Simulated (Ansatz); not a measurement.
Calculated with Ansatz (gas phase, PBE0-D4/def2-TZVP geometries, no zero-point term in ΔE). CCSD(T)/CBS adds triple-zeta CCSD(T) − MP2 to the extrapolated MP2 energy (def2 sets, frozen cores). This one scheme is used for every species. DFT in def2-TZVPP. For Ga outer-core shells are correlated without core-valence functions, which leaves a few kJ/mol of doubt a bond. Scalar relativity is left out up to krypton. Each species was taken in one conformer, which may not be the lowest.

`O=[C](O)[GaH2]` + H₂O → `O=C(O)O` + `[GaH3]`  (formal hydrolysis of a C–Ga bond)

`O=[C](O)[GaH2]`:

Cartesian coordinates in Å:
```
O -0.356 0.350 -1.671
C -0.398 0.302 -0.467
O -1.360 0.920 0.239
Ga 0.995 -0.719 0.555
H -1.947 1.364 -0.399
H 0.756 -2.243 0.797
H 2.310 0.026 0.946
```

H₂O:

Cartesian coordinates in Å:
```
O -0.345 0.169 0.061
H -0.105 -0.746 0.226
H 0.451 0.577 -0.287
```

`O=C(O)O`:

Cartesian coordinates in Å:
```
O -0.708 0.075 -1.109
C -0.063 0.007 -0.099
O -0.353 0.617 1.047
O 1.059 -0.692 0.058
H -1.168 1.110 0.893
H 1.233 -1.117 -0.791
```

`[GaH3]`:

Cartesian coordinates in Å:
```
Ga 0.000 0.000 0.000
H -1.107 -0.095 1.107
H 1.122 1.090 0.105
H -0.015 -0.995 -1.212
```

**Question.** Is it downhill or uphill in electronic energy at CCSD(T)/CBS, and by how much? (An estimate is asked.)

**Answer.** The calculation gave: Nearly level: ΔE = +0.5 kcal/mol.

**Question.** What do these levels give: LDA (SPW92), B2PLYP, revPBE, BLYP, PBE0, LC-ωPBE, HF/def2-SVP, MP2/def2-SVP, CCSD(T)/def2-SVP, MP2/def2-TZVPP, CCSD/def2-TZVPP, MP2/def2-QZVPP? (Best estimate.)

**Answer.** Computed: LDA (SPW92) -5.5, B2PLYP -2.1, revPBE -1.3, BLYP -0.6, PBE0 -4.4, LC-ωPBE -5.1, HF/def2-SVP -14.3, MP2/def2-SVP -8.9, CCSD(T)/def2-SVP -9.0, MP2/def2-TZVPP -0.7, CCSD/def2-TZVPP -2.5, MP2/def2-QZVPP 0.5 kcal/mol.

Largest T1 diagnostic among the species: 0.017.

The D4 term adds +0.8 kcal/mol with B3LYP and +0.5 kcal/mol with PBE0; it sums over pairs of atoms, weighted by their polarisabilities, and B3LYP, whose exchange is more repulsive, gets the larger term. From BLYP to BHLYP (50 % exact exchange), in def2-TZVPP and without D4, ΔE moves by −5.0 kcal/mol. Leaving LDA and LC-ωPBE aside and taking each functional with its dispersion term where it has one, the values, not all of them listed here, spread over 7.2 kcal/mol, from B97M-V to BLYP-D4. LDA lies −3.5 kcal/mol from PBE without D4.

B3LYP here is the variant with VWN-RPA as its local correlation; programs differ in this.
